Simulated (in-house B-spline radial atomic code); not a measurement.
RPA and G0W0 on HSE06: neutral barium

Configuration [Xe] 6s2, mean-field start HSE06. Computed with an all-electron radial atomic-structure program (B-spline basis): all electrons, scalar-relativistic (spin-free one-electron X2C), finite nucleus, each spin shell either full or empty, empty states to l = 9 with an (l + 1/2)⁻⁴ tail; G0W0 by contour deformation at full frequency.

Command:
```bash
python run_gw.py task.json out
```
Settings (radii: box in bohr, nucleus in fm):
```
Z                        56
electrons                56
configuration            [Xe] 6s2
hamiltonian              x2c
method                   hse06
lmax                     9
rms_radius               4.8378
spin_polarised           False
box_radius               40
intervals                72
ion_configuration        [Xe] 6s1
```

Cost of the run: 19 s on 1 thread of Arm Neoverse N1, on a shared host.

Energies (hartree):

```
                                     term        value
                         mean-field total  -8134.35425
Hartree-Fock functional on these orbitals  -8131.65802
                      direct second order      -4.9981
                    second-order exchange        1.362
                         SOSEX correction       1.2567
```

**Question.** What is the RPA correlation energy, and what remains with SOSEX?

**Answer.** RPA gives -4.3424 hartree (-2.11 eV per electron); RPA + SOSEX gives -3.0858, and the second-order doubles -3.6361 hartree (no singles). SOSEX takes back 29 % of the RPA value.

Quasi-particle levels (eV):

| level | occupied | mean field | Σx - vxc | Σc | QP weight | G0W0 |
| --- | --- | --- | --- | --- | --- | --- |
| 6s | yes | -3.389 | -0.88 | ? | ? | ? |
| 5d | no | -1.591 | 3.87 | -2.61 | 0.628 | -0.328 |

G0W0 = mean field + (Σx - vxc) + Σc, with Σc (partial-wave tail included) taken at the quasi-particle energy. Only the outer levels were computed. Levels of low weight are left out.

**Question.** Where does G0W0 put 6s?

**Answer.** At -5.319 eV, with Σc = -1.05 eV and a quasi-particle weight of 0.786. The tabulated removal energy is 5.212 eV (NIST, measured); the calculation leaves out spin-orbit coupling, Breit and QED terms, and what these don't explain is the method's own error.

**Question.** What does it cost to remove one electron (to [Xe] 6s1) by differences of total energies, each species on its own start (correlation terms add to the Hartree-Fock functional)?

**Answer.** HSE06 5.130 eV, Hartree-Fock functional 4.253 eV, + RPA 5.560 eV, + RPA + SOSEX 5.263 eV, + second order 6.100 eV. Tabulated: 5.212 eV (NIST, measured); the calculation leaves out spin-orbit coupling, Breit and QED terms, and what these don't explain is the method's own error.
